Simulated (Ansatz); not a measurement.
`C[SiH](C)O[SiH](C)O[Si](C)(C)C` with charge -1, relaxed as a doublet with UKS r2SCAN-D4/def2-SVP in Ansatz, starting from the r2SCAN-D4/def2-SVP geometry of the neutral singlet. Force threshold 0.03 eV/Å.

The highest occupied level of the relaxed charge -1 doublet lies above zero (up to 1.55 eV). By energy differences it is unbound by 1.44 eV (each at its own geometry, against the charge 0 singlet, at PBE0-D4/def2-SVP) and held by the finite basis.

Start:

```xyz
31

C     2.856   -1.060    0.665
Si    2.236    0.587    0.037
C     3.454    1.958    0.401
O     0.790    0.918    0.808
Si   -0.703    1.602    0.549
C    -0.555    3.126   -0.510
O    -1.683    0.517   -0.225
Si   -1.890   -1.151   -0.267
C    -3.693   -1.464   -0.653
C    -1.415   -1.870    1.401
C    -0.794   -1.846   -1.621
H     3.817   -1.330    0.199
H     2.137   -1.867    0.451
H     3.004   -1.024    1.757
H     1.995    0.514   -1.442
H     3.087    2.927    0.027
H     4.430    1.763   -0.074
H     3.617    2.055    1.487
H    -1.262    1.911    1.895
H    -0.113    2.873   -1.488
H    -1.544    3.574   -0.695
H     0.081    3.888   -0.030
H    -4.343   -1.033    0.126
H    -3.912   -2.542   -0.718
H    -3.974   -1.003   -1.615
H    -2.063   -1.477    2.203
H    -0.374   -1.608    1.654
H    -1.502   -2.969    1.408
H    -0.924   -2.936   -1.726
H    -1.031   -1.382   -2.593
H     0.272   -1.653   -1.414
```

```json
{"step": "1", "energy (eV)": "-34256.8821", "largest force component (eV/Å)": "0.516", "SCF passes": "24"}
{"step": "2", "energy (eV)": "-34257.0022", "largest force component (eV/Å)": "0.281", "SCF passes": "26"}
{"step": "3", "energy (eV)": "-34257.0509", "largest force component (eV/Å)": "0.209", "SCF passes": "27"}
{"step": "4", "energy (eV)": "-34257.0786", "largest force component (eV/Å)": "0.247", "SCF passes": "27"}
{"step": "5", "energy (eV)": "-34257.0992", "largest force component (eV/Å)": "0.234", "SCF passes": "28"}
{"step": "6", "energy (eV)": "-34257.1187", "largest force component (eV/Å)": "0.298", "SCF passes": "27"}
{"step": "7", "energy (eV)": "-34257.1381", "largest force component (eV/Å)": "0.302", "SCF passes": "27"}
{"step": "8", "energy (eV)": "-34257.1876", "largest force component (eV/Å)": "0.347", "SCF passes": "24"}
{"step": "9", "energy (eV)": "-34257.3236", "largest force component (eV/Å)": "0.892", "SCF passes": "32"}
{"step": "10", "energy (eV)": "-34257.4159", "largest force component (eV/Å)": "0.965", "SCF passes": "26"}
{"step": "11", "energy (eV)": "-34257.4998", "largest force component (eV/Å)": "0.865", "SCF passes": "26"}
{"step": "12", "energy (eV)": "-34257.5978", "largest force component (eV/Å)": "0.488", "SCF passes": "21"}
{"step": "13", "energy (eV)": "-34257.7029", "largest force component (eV/Å)": "0.468", "SCF passes": "25"}
{"step": "14", "energy (eV)": "-34257.7964", "largest force component (eV/Å)": "0.402", "SCF passes": "24"}
{"step": "15", "energy (eV)": "-34257.8590", "largest force component (eV/Å)": "0.282", "SCF passes": "24"}
{"step": "16", "energy (eV)": "-34257.8699", "largest force component (eV/Å)": "0.684", "SCF passes": "23"}
{"step": "17", "energy (eV)": "-34257.9149", "largest force component (eV/Å)": "0.132", "SCF passes": "21"}
{"step": "18", "energy (eV)": "-34257.9245", "largest force component (eV/Å)": "0.138", "SCF passes": "21"}
{"step": "19", "energy (eV)": "-34257.9341", "largest force component (eV/Å)": "0.112", "SCF passes": "21"}
{"step": "20", "energy (eV)": "-34257.9397", "largest force component (eV/Å)": "0.091", "SCF passes": "20"}
{"step": "21", "energy (eV)": "-34257.9420", "largest force component (eV/Å)": "0.086", "SCF passes": "21"}
{"step": "22", "energy (eV)": "-34257.9440", "largest force component (eV/Å)": "0.045", "SCF passes": "22"}
{"step": "23", "energy (eV)": "-34257.9448", "largest force component (eV/Å)": "0.027", "SCF passes": "22"}
```

Force components are those of the run's own axes.

End:

```tsv
atom	x (Å)	y (Å)	z (Å)
C1	2.767	-1.079	0.932
Si2	2.285	0.391	-0.211
C3	3.293	1.907	0.417
O4	0.757	0.830	0.838
Si5	-0.620	1.636	0.577
C6	-0.555	2.877	-0.836
O7	-1.905	0.596	0.215
Si8	-1.930	-1.026	-0.164
C9	-3.750	-1.505	-0.303
C10	-1.113	-2.030	1.194
C11	-1.072	-1.316	-1.806
H12	3.864	-1.198	0.985
H13	2.357	-2.036	0.562
H14	2.378	-0.922	1.953
H15	3.275	0.014	-1.410
H16	3.098	2.805	-0.196
H17	4.381	1.718	0.378
H18	3.012	2.152	1.455
H19	-1.075	2.368	1.812
H20	-0.275	2.358	-1.768
H21	-1.529	3.374	-0.987
H22	0.207	3.652	-0.648
H23	-4.278	-1.326	0.649
H24	-3.869	-2.571	-0.561
H25	-4.255	-0.910	-1.082
H26	-1.650	-1.911	2.151
H27	-0.087	-1.652	1.334
H28	-1.067	-3.107	0.956
H29	-1.039	-2.385	-2.081
H30	-1.573	-0.765	-2.620
H31	-0.031	-0.939	-1.733
```

By distances, no bond broke or formed. The bond that changes most is Si2–O4, from 1.67 to 1.90 Å (atoms count from 1).

No frequencies were taken in this run, so the end may be a saddle point.

Hardware: 4 threads of Arm Neoverse V1 on a shared host. Wall time 6.9 min.
